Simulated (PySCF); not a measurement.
**Spinor energies of Ag⁺ (silver, charge +1)**

Start: [Kr] 4d9 5p1; 4d3/2 filled at m_j = -3/2, -1/2, +1/2, +3/2; 4d5/2 filled at m_j = -3/2, -1/2, +1/2, +3/2, +5/2; 5p3/2 filled at m_j = +3/2. Calculated with PySCF 2.14 in x2c-SVPall-2c with one added diffuse shell each of s, p, d type (7s9p7d1f, 76 functions): generalised Hartree-Fock with the X2C-1e Hamiltonian and a Gaussian nucleus; one run each with spin-orbit coupling (SO) switched off, then screened by Boettger's factors. This is a chosen level, not necessarily the ground level.

```json
{"spinor shell": "1s1/2", "electrons": "2", "ε, spin-free (eV)": "-25656.6", "ε, screened SO (eV)": "-25654.8", "weight of nominal j (screened SO)": "1.000", "rms radius, screened SO (bohr)": "0.0357"}
{"spinor shell": "2s1/2", "electrons": "2", "ε, spin-free (eV)": "-3875.5", "ε, screened SO (eV)": "-3875.0", "weight of nominal j (screened SO)": "1.000", "rms radius, screened SO (bohr)": "0.146"}
{"spinor shell": "2p1/2", "electrons": "2", "ε, spin-free (eV)": "-3471.9", "ε, screened SO (eV)": "-3593.5", "weight of nominal j (screened SO)": "1.000", "rms radius, screened SO (bohr)": "0.127"}
{"spinor shell": "3s1/2", "electrons": "2", "ε, spin-free (eV)": "-759.58", "ε, screened SO (eV)": "-759.47", "weight of nominal j (screened SO)": "1.000", "rms radius, screened SO (bohr)": "0.392"}
{"spinor shell": "3p1/2", "electrons": "2", "ε, spin-free (eV)": "-623.48", "ε, screened SO (eV)": "-645.72", "weight of nominal j (screened SO)": "1.000", "rms radius, screened SO (bohr)": "0.387"}
{"spinor shell": "3p3/2", "electrons": "4", "ε, spin-free (eV)": "-623.48", "ε, screened SO (eV)": "-613.17", "weight of nominal j (screened SO)": "1.000", "rms radius, screened SO (bohr)": "0.398"}
{"spinor shell": "3d3/2", "electrons": "4", "ε, spin-free (eV)": "-409.09", "ε, screened SO (eV)": "-413.01", "weight of nominal j (screened SO)": "0.999", "rms radius, screened SO (bohr)": "0.374"}
{"spinor shell": "3d5/2", "electrons": "6", "ε, spin-free (eV)": "-409.09", "ε, screened SO (eV)": "-406.38", "weight of nominal j (screened SO)": "0.999", "rms radius, screened SO (bohr)": "0.377"}
{"spinor shell": "4s1/2", "electrons": "2", "ε, spin-free (eV)": "-130.89", "ε, screened SO (eV)": "-130.90", "weight of nominal j (screened SO)": "1.000", "rms radius, screened SO (bohr)": "0.979"}
{"spinor shell": "4p1/2", "electrons": "2", "ε, spin-free (eV)": "-89.028", "ε, screened SO (eV)": "-93.495", "weight of nominal j (screened SO)": "0.988", "rms radius, screened SO (bohr)": "1.05"}
{"spinor shell": "4p3/2", "electrons": "4", "ε, spin-free (eV)": "-89.028", "ε, screened SO (eV)": "-86.972", "weight of nominal j (screened SO)": "0.994", "rms radius, screened SO (bohr)": "1.08"}
{"spinor shell": "4d3/2", "electrons": "4", "ε, spin-free (eV)": "-28.228", "ε, screened SO (eV)": "-28.891", "weight of nominal j (screened SO)": "0.905", "rms radius, screened SO (bohr)": "1.42"}
{"spinor shell": "4d5/2", "electrons": "5", "ε, spin-free (eV)": "-28.228", "ε, screened SO (eV)": "-27.803", "weight of nominal j (screened SO)": "0.924", "rms radius, screened SO (bohr)": "1.44"}
{"spinor shell": "5p3/2", "electrons": "1", "ε, spin-free (eV)": "-10.432", "ε, screened SO (eV)": "-10.349", "weight of nominal j (screened SO)": "1.000", "rms radius, screened SO (bohr)": "3.91"}
```

(1) Where does 2p3/2 lie, and what is the 2p spin-orbit splitting (screened SO)?

```
   quantity    spin-free  screened SO
E (hartree)  -5311.27244  -5312.23383
        M_J            4            4
       ⟨J²⟩       20.015       20.015
       ⟨L²⟩       12.012       12.025
       ⟨S²⟩        2.003        2.017
```

Each row is a mean over spinors that exchange with the open shell spreads, by up to 5.617 eV (4p3/2).

Breit and QED terms are absent; they matter most for the inner s and p1/2 levels.

Densities and radii are taken from the X2C orbitals without a picture-change correction, which distorts them close to the nucleus.

Without spin-orbit coupling the j labels of p, d and f shells carry no meaning; the spin-free column gives the mean over the occupied spinors of each nl shell.

## Answers

(1) At -3415.7 eV, 177.81 eV above 2p1/2.
